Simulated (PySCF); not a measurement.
ErSF at several levels of theory

Computed with PySCF 2.14.0 (density fitting, no spin-orbit coupling) at the geometry relaxed with PBE0:

```xyz
3
ErSF (singlet in the valence; each metal's 4f electrons, 11 of them, lie in its core potential, out of spins and levels)
Er   -0.1771    0.0000   -0.3841
S     1.7954    0.0000    0.8202
F    -1.8159    0.0000    0.7200
```

| level | basis | state | HOMO (eV) | gap (eV) | charge on Er1 (e) | population of f-type functions on Er1 (polarisation alone where 4f lies in the core) | dipole about the centre of mass (D) | largest force component (eV/Å) |
| --- | --- | --- | --- | --- | --- | --- | --- | --- |
| PBE0 | Er lcecp-1-SVP with ECP57, S def2-SVP, F def2-SVP | singlet | -5.97 | 3.10 | 0.79 | 0.05 | 8.00 | 0.01 |
| PBE0 | Er lcecp-1-TZVP with ECP57, S def2-TZVP, F def2-TZVP | singlet | -6.01 | 3.12 | 1.18 | 0.05 | 8.25 | 0.04 |

In the lcecp rows the 4f levels are missing from HOMO and gap, and the state counts the valence alone.

Charges are Mulliken's, which hang on the basis. The relaxation used the grid (50, 194), these runs (75, 302) or, all-electron (x2c bases, spin-free X2C Hamiltonian), (99, 590).

A further run in the first row's basis gives HOMO (eV) -4.89, gap (eV) 1.53, charge on Er1 (e) 0.67, population of f-type functions on Er1 (polarisation alone where 4f lies in the core) 0.04, dipole about the centre of mass (D) 7.27, largest force component (eV/Å) 0.58. Which level was it?
A. revPBE
B. B3LYP

A. The others give HOMO -5.75 eV (B3LYP).

In the first row's basis the gap widens with exact exchange: 1.5 eV for revPBE (none); 2.6 to 3.1 eV for B3LYP, PBE0 (a fixed share).

An lcecp potential fixes the number of 4f electrons, so in runs with it no electron can move into or out of that shell.
